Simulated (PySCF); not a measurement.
Some computed properties have been withheld. Give your best values.

Species: C7H13BO2.
InChI=1S/C7H13BO2/c1-5-4-7(2-3-7)6(5)8(9)10/h5-6,9-10H,2-4H2,1H3/t5-,6-/m1/s1

Conformer (atom-mapped SMILES and torsion angles): `[CH3:1][C@@H:2]1[CH2:3][C:4]2([CH2:5][CH2:6]2)[C@@H:7]1[B:8]([OH:9])[OH:10]`: C4–C7–B8–O9 15°, H–O9–B8–C7 179°, H–O10–B8–C7 1°.

```json
{"property": "point group", "level": "PBE0-D3(BJ)/def2-SVP", "value": "?"}
{"property": "rotational constants A, B, C", "level": "PBE0-D3(BJ)/def2-SVP", "value": "1.722, 1.212, 0.860 GHz"}
{"property": "dipole moment", "level": "CAM-B3LYP/def2-SVPD", "value": "1.54 D"}
{"property": "HOMO energy", "level": "CAM-B3LYP/def2-SVPD", "value": "?"}
{"property": "LUMO energy", "level": "CAM-B3LYP/def2-SVPD", "value": "?"}
{"property": "lowest singlet excitation", "level": "TDDFT CAM-B3LYP/def2-SVPD", "value": "7.09 eV (175 nm, f = 0.028)"}
{"property": "lowest triplet excitation (Tamm–Dancoff)", "level": "TDA CAM-B3LYP/def2-SVPD", "value": "6.97 eV"}
{"property": "static isotropic polarisability", "level": "CAM-B3LYP/def2-SVPD", "value": "97.9 au"}
{"property": "vertical ionisation energy", "level": "ΔSCF CAM-B3LYP/def2-SVPD", "value": "?"}
{"property": "electronic spatial extent ⟨r²⟩ about the centre of nuclear charge", "level": "CAM-B3LYP/def2-SVPD", "value": "?"}
{"property": "13C chemical shifts (computed TMS as zero) by class", "level": "GIAO B97-2/pcSseg-1", "value": "40.2 (1 C), 31.2 (1 C), 29.4 (1 C), 22.0 (1 C), 18.5 (1 C), 14.3 (1 C), 10.5 (1 C) ppm"}
{"property": "1H chemical shifts (computed TMS as zero) by class", "level": "GIAO B97-2/pcSseg-1", "value": "?"}
{"property": "isotropic shieldings of nuclei other than C and H, by class", "level": "GIAO B97-2/pcSseg-1", "value": "?"}
```

The electronic properties come from PySCF, for the isolated species, density fitting. The structure is a single PBE0-D3(BJ)/def2-SVP conformer in the gas phase; no vibrational or solvent corrections. NMR classes are plain means over equivalent atoms (diastereotopic ones count apart unless rotation or inversion swaps them), as if these changed places fast; in this geometry the members of some classes differ.

Question: The LUMO energy?

Answer: 0.64 eV.

Question: Give the electronic spatial extent ⟨r²⟩ about the centre of nuclear charge.

Answer: 1476 bohr².

Question: Give the vertical ionisation energy.

Answer: 9.38 eV.

Question: What are the isotropic shieldings of nuclei other than C and H, by class?

Answer: 72 (1 B), 210 (2 O) ppm.

Question: The HOMO energy?

Answer: -8.75 eV.

Question: What are the 1H chemical shifts (computed TMS as zero) by class?

Answer: 3.41 (2 H), 2.48 (1 H), 2.05 (1 H), 1.95 (1 H), 1.93 (1 H), 1.21 (1 H), 1.20 (3 H), 0.23 (1 H), 0.19 (1 H), 0.18 (1 H) ppm.

Question: The point group?

Answer: C1.

With B = h/(8π²I), that is 505.379 GHz u Å² over I, the principal moments of inertia are 293.6, 416.9 and 587.7 u Å² (most abundant isotopes). The dipole matches unit charges of opposite sign 0.32 Å apart (1 e·Å = 4.8032 D). The rotational constants make it an asymmetric top with κ = (2B − A − C)/(A − C) = -0.18, nearer the prolate limit (−1). The principal polarisabilities are 88.1, 99.3 and 106.2 au; their mean is the isotropic value.

For the NMR shielding job (B97-2/pcSseg-1), time: 53 s; peak memory 1.2 GiB. Hardware: one thread, Arm Neoverse V1 (aarch64), shared host.
